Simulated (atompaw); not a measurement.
**Before and after: PAW (atompaw) potential for Mo**

- Element: molybdenum
- Generator: atompaw 4.2.0.5
- Type: PAW
- Functional: PBE
- Relativity: scalar-relativistic
- Frozen core: [Kr]
- Valence charge: 6
- Reference configuration: 4d5 5s0 5p0 (charge +1)
- Partial waves: 5s (bound, empty): rc 3.00 bohr; 5s channel at -0.25 Ry: rc 2.90 bohr; 5p (bound, empty): rc 3.00 bohr; 5p channel at 0.45 Ry: rc 3.00 bohr; 4d (bound): rc 3.00 bohr; 4d channel at -0.35 Ry: rc 3.00 bohr
- Local potential: troulliermartins scheme with l = 3 at 0.5 Ry, radius 2.00 bohr
- Core correction: smooth core density matched at 2.75 bohr
- Augmentation charge: besselshape compensation charge, radius 2.30 bohr; PAW radius 3.00 bohr; waves and projectors: custom polynom2 7 10 vanderbiltortho

All-electron outer shells of the reference configuration (PBE, scalar-relativistic, ld1.x):

```
shell  level (eV)  outermost node (bohr)  outermost maximum (bohr)
   4p      -45.29                   0.52                      1.08
   4d      -10.41                   0.53                      1.38
   5s       -9.83                   1.34                      2.79
   5p       -5.91                   1.53                      3.53
```

Change: all radii scaled by about 1.27 (s 3.82, p 3.82, d 3.82 bohr); local potential troulliermartins scheme with l = 3 at 0.5 Ry, radius 2.56 bohr; augmentation besselshape compensation charge, radius 2.94 bohr; PAW radius 3.82 bohr; waves and projectors: custom polynom2 7 10 vanderbiltortho; core correction smooth core density matched at 3.50 bohr.

Cutoffs: the cutoffs (Ry, on a coarse ladder) from which the occupation-weighted sum of valence levels, in a spherical-Bessel basis at the reference potential, stays within 10 and 1 mRy of its value at 400 Ry; they do not see the model core or the augmentation charge, which bear on the density cutoff.

Q: What does the change do?

A: The potential gets softer (18 Ry and 40 Ry → 8 Ry and 21 Ry); the bound ghosts move from p, s to s. A larger radius leaves more room for a smooth pseudo-wave, so fewer plane waves are needed.

```tsv
quantity	base	changed
cutoff, loose	18 Ry	8 Ry
cutoff, tight	40 Ry	21 Ry
bound ghosts	s, p	s
lowest overlap eigenvalue by channel	s 0.47, p 0.98, d 0.94	s 0.89, p 0.85, d 0.98
```

 A true bound ghost makes a file unfit for plane-wave use even where its test errors are small: the radial tests pick states by their node count and pass the ghost by. The cutoffs see the waves, projectors and local potential, not the compensation charge or the core.
